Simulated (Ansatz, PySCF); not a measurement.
C4H6ClF, SMILES CC/C(Cl)=C\F. Atoms are numbered in the order given.

```xyz
12

C     -2.2492    -0.2291     0.0303
C     -0.9174    -0.9026    -0.3046
C      0.2753    -0.0525    -0.0072
Cl     0.5394     0.3696     1.6684
C      1.1453     0.4239    -0.9078
F      1.0051     0.1455    -2.2113
H     -2.2953     0.0399     1.0965
H     -3.0899    -0.9045    -0.1888
H     -2.3844     0.6913    -0.5585
H     -0.8235    -1.8461     0.2631
H     -0.8738    -1.1650    -1.3738
H      2.0129     1.0481    -0.6786
```
Charge 0, spin multiplicity 1.

Geometry optimised at r2SCAN-D4/def2-SVP. The structure was generated by enumeration; whether it is a known compound was not checked. Other conformers were not sampled.

Two levels are set side by side: PBE-D3(BJ)/def2-SVP (Ansatz, a first-principles code) and r2SCAN-D4/def2-SVP (Ansatz). Each level has its own optimised geometry; the coordinates shown are those of the second. Frequencies come from the Hessian of PySCF at each geometry. Differences are taken from unrounded values.

```tsv
quantity	r2SCAN-D4
mean bond length (Å)	1.278
bond C1–C2 (Å)	1.530
bond C2–C3 (Å)	1.495
bond C3–Cl4 (Å)	1.748
bond C3–C5 (Å)	1.340
bond C5–F6 (Å)	1.340
bond C1–H7 (Å)	1.101
bond C1–H8 (Å)	1.100
bond C1–H9 (Å)	1.101
bond C2–H10 (Å)	1.105
bond C2–H11 (Å)	1.102
bond C5–H12 (Å)	1.093
highest harmonic wavenumber (cm⁻¹)	3221
mean harmonic wavenumber (cm⁻¹)	1343
zero-point energy (kcal/mol)	57.60
```

What does PBE-D3(BJ) give, and how far is it from r2SCAN-D4? (Estimate from the structure and the level; the computed values follow.)


```
quantity                            PBE-D3(BJ)  PBE-D3(BJ) minus r2SCAN-D4
----------------------------------  ----------  --------------------------
mean bond length (Å)                     1.284                       0.007
bond C1–C2 (Å)                           1.534                       0.005
bond C2–C3 (Å)                           1.500                       0.005
bond C3–Cl4 (Å)                          1.752                       0.004
bond C3–C5 (Å)                           1.348                       0.008
bond C5–F6 (Å)                           1.346                       0.006
bond C1–H7 (Å)                           1.108                       0.008
bond C1–H8 (Å)                           1.108                       0.007
bond C1–H9 (Å)                           1.108                       0.007
bond C2–H10 (Å)                          1.112                       0.007
bond C2–H11 (Å)                          1.109                       0.007
bond C5–H12 (Å)                          1.101                       0.008
highest harmonic wavenumber (cm⁻¹)        3143                         -79
mean harmonic wavenumber (cm⁻¹)           1309                         -34
zero-point energy (kcal/mol)             56.14                       -1.47
```
